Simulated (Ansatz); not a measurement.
System: BBr, charge 1, multiplicity 2. SMILES: [Br+][B]
Geometry from a B3LYP-D3(BJ)/def2-TZVP (Ansatz, a quantum-chemistry and plane-wave program) optimisation:
```xyz
2

B      0.0000     0.0000    -1.5355
Br     0.0000     0.0000     0.2194
```
Charge +1, spin multiplicity 2.

Quantity: vertical ionisation energy (to the singlet state of charge +2; each state is the SCF solution reached for its spin; for the singlet the Hartree-Fock reference is unstable and T1 is 0.031), in eV. Correlated levels leave the core frozen unless marked. Open shells are spin-unrestricted. Spin-orbit coupling is left out. Frozen are the shells of the preceding noble gas and the d and f shells that filled before the atom's block. No relativistic terms. CBS marks a two-point X^-3 extrapolation of the correlation energy; Hartree-Fock from the larger set.

| level | program | vertical ionisation energy (eV) |
|---|---|---|
| SVWN5/def2-TZVPD | Ansatz | 19.47 |
| PBE/def2-TZVPD | Ansatz | 19.49 |
| r2SCAN/def2-TZVPD | Ansatz | 19.82 |
| PBE0/def2-TZVPD | Ansatz | 19.75 |
| BHLYP/def2-TZVPD | Ansatz | [?] |
| CAM-B3LYP/def2-TZVPD | Ansatz | 19.82 |
| wB97M-V/def2-TZVPD | Ansatz | [?] |
| wB97X-V/def2-TZVPD | Ansatz | 19.66 |
| CCSD/aug-cc-pVDZ | Ansatz | [?] |
| CCSD/def2-SVPD | Ansatz | 19.46 |
| CCSD/aug-cc-pVTZ | Ansatz | [?] |
| CCSD/def2-QZVPPD | Ansatz | 19.61 |
| CCSD(T)/CBS(aug-cc-pVTZ,aug-cc-pVQZ) | Ansatz | 19.55 |

Problem. Fill in the missing entries.

Solution. 
- BHLYP/def2-TZVPD, vertical ionisation energy (eV): 19.83
- wB97M-V/def2-TZVPD, vertical ionisation energy (eV): 19.48
- CCSD/aug-cc-pVDZ, vertical ionisation energy (eV): 19.50
- CCSD/aug-cc-pVTZ, vertical ionisation energy (eV): 19.56
